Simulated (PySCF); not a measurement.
Computed IR spectrum (relative IR intensity) of a molecule C₂H₃ClF₂Si. Geometry: PBE-D3(BJ)/def2-SVP. Other conformers were not sampled. Method: PBE-D3(BJ)/def2-SVP run with PySCF 2.14.0. Frequencies are harmonic and unscaled.

Lines under 2 % of the strongest are left out, and lines within 2 cm⁻¹ are merged.

ν (cm⁻¹): 290 (vw), 312 (w), 422 (w), 488 (w), 540 (m), 603 (w), 611 (w), 828 (w), 839 (vs), 901 (m), 1172 (vs), 1659 (m), 2197 (m), 2215 (m), 3118 (vw) (against the strongest line: vs over 80 %, s over 45 %, m over 15 %, w over 4 %, vw less)

Q: Which structure fits?
A. C=C(Cl)[SiH](F)F
B. F/C=C(/F)[SiH2]Cl
C. C=C[Si](F)(F)Cl
D. F/C=C\[Si@H](F)Cl

A: B, F/C=C(/F)[SiH2]Cl
